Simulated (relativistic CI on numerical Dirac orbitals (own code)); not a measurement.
Level scheme of Cd30+

These numbers are calculated, not measured: Dirac-Coulomb-Breit CI, separate exchange-only KLI orbitals for each configuration, a model potential for QED, unscaled Slater integrals (own radial code, finite nucleus).

CI space (outside the closed core [Ne]): 3s2.3p6, 3s2.3p5.3d, 3s.3p6.3d, 3s2.3p5.4s, 3s2.3p5.4p, 3s2.3p5.4d, 3s.3p6.4s, 3p6.3d.4p, 3s2.3p5.4f, 3s.3p6.4p, 3s.3p6.4d, 3s.3p6.4f, 3s2.3p5.5s, 3s2.3p5.5p, 3s2.3p5.5d, 3s2.3p5.5f, 3s2.3p5.5g, 3s.3p6.5s, 3s.3p6.5p, 3s.3p6.5d, 3s2.3p5.6s, 3s.3p6.5f, 3p6.3d2, 3p5.3d3, 3p5.3d2.4s, 3p5.3d2.4p, 3p5.3d2.4d, 3p6.3d.4s, 3p5.3d.4s2, 3p5.3d.4s.4p, 3p5.3d.4s.4d. Double excitations out of closed p, d and f shells are left out; levels of such configurations are missing from the list, as are those of other unlisted configurations, and high levels can miss mixing partners. These lack a partner that the ground configuration has and come out too high: 3s2.3p5.4f, 3s2.3p5.5s, 3s2.3p5.5p, 3s2.3p5.5d, 3s2.3p5.5f.

| No. | Configuration | Term | J | E (eV) | % | Next component (%) | Landé g |
| --- | --- | --- | --- | --- | --- | --- | --- |
| 1 | 3s2.3p6 | 1S | 0 | 0.000 | 100 |  |  |
| 2 | 3s2.3p5.3d | 3P° | 0 | 133.355 | 100 |  |  |
| 3 | 3s2.3p5.3d | 3P° | 1 | 137.401 | 85 | 15 3D° | 1.347 |
| 4 | 3s2.3p5.3d | 3F° | 3 | 142.661 | 64 | 28 1F° | 1.075 |
| 5 | 3s2.3p5.3d | 3D° | 2 | 144.156 | 48 | 32 3P° | 1.184 |
| 6 | 3s2.3p5.3d | 3F° | 4 | 147.963 | 100 |  | 1.246 |
| 7 | 3s2.3p5.3d | 1D° | 2 | 150.910 | 48 | 35 3P° | 1.114 |
| 8 | 3s2.3p5.3d | 3D° | 3 | 158.077 | 66 | 33 1F° | 1.217 |
| 9 | 3s2.3p5.3d | 3D° | 1 | 169.846 | 71 | 16 1P° | 0.703 |
| 10 | 3s2.3p5.3d | 3F° | 2 | 184.772 | 65 | 28 1D° | 0.790 |
| 11 | 3s2.3p5.3d | 3D° | 2 | 195.262 | 46 | 33 3P° | 1.228 |
| 12 | 3s2.3p5.3d | 1F° | 3 | 197.742 | 39 | 35 3F° | 1.112 |
| 13 | 3s2.3p5.3d | 1P° | 1 | 216.337 | 84 | 14 3D° | 0.938 |
| 14 | 3s.3p6.3d | 3D | 1 | 299.505 | 100 |  | 0.495 |
| 15 | 3s.3p6.3d | 3D | 2 | 301.857 | 92 | 8 1D | 1.149 |
| 16 | 3s.3p6.3d | 3D | 3 | 308.935 | 100 |  | 1.330 |
| 17 | 3s.3p6.3d | 1D | 2 | 318.984 | 92 | 8 3D | 1.010 |
| 18 | 3p6.3d2 | 3F | 2 | 608.606 | 88 | 12 1D | 0.708 |
| 19 | 3p6.3d2 | 3F | 3 | 616.390 | 100 |  | 1.079 |
| 20 | 3p6.3d2 | 3P | 0 | 620.348 | 90 | 10 1S |  |
| 21 | 3p6.3d2 | 3F | 4 | 621.983 | 81 | 19 1G | 1.197 |
| 22 | 3p6.3d2 | 3P | 2 | 623.448 | 45 | 45 1D | 1.191 |
| 23 | 3p6.3d2 | 3P | 1 | 625.372 | 100 |  | 1.497 |
| 24 | 3p6.3d2 | 1G | 4 | 631.630 | 81 | 19 3F | 1.045 |
| 25 | 3p6.3d2 | 3P | 2 | 633.881 | 54 | 43 1D | 1.256 |
| 26 | 3p6.3d2 | 1S | 0 | 650.827 | 90 | 10 3P |  |
| 27 | 3p5.3d3(4F) | 5F° | 2 | 738.332 | 39 | 29 5D° | 1.157 |
| 28 | 3p5.3d3(4F) | 5D° | 1 | 738.876 | 53 | 28 5F° | 0.982 |
| 29 | 3p5.3d3(4F) | 5D° | 0 | 740.648 | 92 | 8 3P° |  |
| 30 | 3p5.3d3(4F) | 5F° | 3 | 741.381 | 51 | 25 5D° | 1.258 |
| 31 | 3p5.3d3(4F) | 5F° | 4 | 744.690 | 51 | 25 5G° | 1.303 |
| 32 | 3p5.3d3(4P) | 5S° | 2 | 745.526 | 61 | 14 5P° | 1.826 |
| 33 | 3p5.3d3(4P) | 5D° | 3 | 747.161 | 32 | 19 3F° | 1.188 |
| 34 | 3p5.3d3(2G) | 3F° | 2 | 747.795 | 37 | 34 5D° | 1.055 |
| 35 | 3p5.3d3(4F) | 5G° | 5 | 748.445 | 44 | 40 5F° | 1.293 |
| 36 | 3p5.3d3(4F) | 5D° | 1 | 748.545 | 36 | 31 3D° | 0.741 |
| 37 | 3p5.3d3(4P) | 5D° | 4 | 750.133 | 47 | 26 3F° | 1.322 |
| 38 | 3p5.3d3(4F) | 3G° | 3 | 751.338 | 48 | 30 3F° | 0.958 |
| 39 | 3p5.3d3(4F) | 5G° | 6 | 752.031 | 62 | 30 3H° | 1.254 |
| 40 | 3p5.3d3(4F) | 3G° | 4 | 754.446 | 45 | 15 3F° | 1.103 |
| 41 | 3p5.3d3(2D) | 3D° | 2 | 756.723 | 26 | 24 3P° | 1.244 |
| 42 | 3p5.3d3(2P) | 3D° | 3 | 756.884 | 25 | 25 5D° | 1.241 |
| 43 | 3p5.3d3(2D) | 3P° | 0 | 757.190 | 61 | 29 1S° |  |
| 44 | 3p5.3d3(4F) | 5F° | 5 | 757.497 | 35 | 33 3G° | 1.265 |
| 45 | 3p5.3d3(2G) | 3F° | 2 | 757.998 | 31 | 24 3D° | 1.055 |
| 46 | 3p5.3d3(2P) | 3P° | 1 | 758.006 | 40 | 32 3S° | 1.554 |
| 47 | 3p5.3d3(2G) | 3G° | 4 | 759.235 | 41 | 26 5D° | 1.176 |
| 48 | 3p5.3d3(2G) | 3G° | 5 | 759.688 | 40 | 38 3H° | 1.127 |
| 49 | 3p5.3d3(2G) | 1G° | 4 | 759.985 | 35 | 20 5D° | 1.136 |
| 50 | 3p5.3d3(2H) | 3I° | 6 | 760.496 | 35 | 29 5G° | 1.132 |
| 51 | 3p5.3d3(2D) | 3D° | 3 | 761.780 | 45 | 18 3G° | 1.192 |
| 52 | 3p5.3d3(2P) | 3D° | 2 | 761.949 | 36 | 29 3P° | 1.306 |
| 53 | 3p5.3d3(2H) | 3I° | 7 | 764.934 | 100 |  | 1.139 |
| 54 | 3p5.3d3(2D) | 3P° | 1 | 765.130 | 60 | 17 5D° | 1.579 |
| 55 | 3p5.3d3(2D) | 3D° | 3 | 765.138 | 47 | 20 3F° | 1.259 |
| 56 | 3p5.3d3(2G) | 3H° | 5 | 765.508 | 44 | 34 1H° | 1.034 |
| 57 | 3p5.3d3(2G) | 3F° | 2 | 767.345 | 31 | 18 3D° | 1.018 |
| 58 | 3p5.3d3(2D) | 3F° | 4 | 767.385 | 73 | 9 1G° | 1.206 |
| 59 | 3p5.3d3(4P) | 5P° | 3 | 768.643 | 55 | 20 3D° | 1.445 |
| 60 | 3p5.3d3(2D) | 1P° | 1 | 768.799 | 31 | 24 3P° | 0.814 |
| 61 | 3p5.3d3(4F) | 5G° | 2 | 769.326 | 22 | 22 3P° | 1.088 |
| 62 | 3p5.3d3(2D) | 3P° | 0 | 769.643 | 77 | 17 1S° |  |
| 63 | 3p5.3d3(2F) | 3F° | 3 | 770.578 | 45 | 31 3G° | 1.051 |
| 64 | 3p5.3d3(2D) | 3F° | 4 | 771.092 | 47 | 24 3H° | 1.115 |
| 65 | 3p5.3d3(2G) | 3H° | 6 | 771.260 | 64 | 28 3I° | 1.134 |
| 66 | 3p5.3d3(4P) | 3D° | 1 | 771.620 | 75 | 14 5D° | 0.806 |
| 67 | 3p5.3d3(2H) | 3H° | 6 | 772.407 | 57 | 42 1I° | 1.094 |
| 68 | 3p5.3d3(2F) | 3G° | 5 | 772.774 | 61 | 16 3I° | 1.098 |
| 69 | 3p5.3d3(2P) | 3D° | 3 | 774.598 | 28 | 26 3G° | 1.071 |
| 70 | 3p5.3d3(2F) | 1D° | 2 | 775.083 | 51 | 20 3F° | 0.975 |

Energies count from the lowest computed level; ° marks odd parity. Percentages are summed over parent terms; the parents shown are those of the largest component, closed shells are left out there.

The mean weight of the leading LS term, summed over parents, in these 70 levels is 59 %, and that of the leading jj configuration (from the same eigenvectors) 73 %, so jj coupling describes them better and the LS labels are nominal.

At this charge energies of transitions that change n are usually good to better than 1 %, and those within a shell (Δn = 0) to a few per cent.

LS names give the leading component of a level, which can be under half, so a name can repeat, a term be missing and a line seem to break the LS rules.
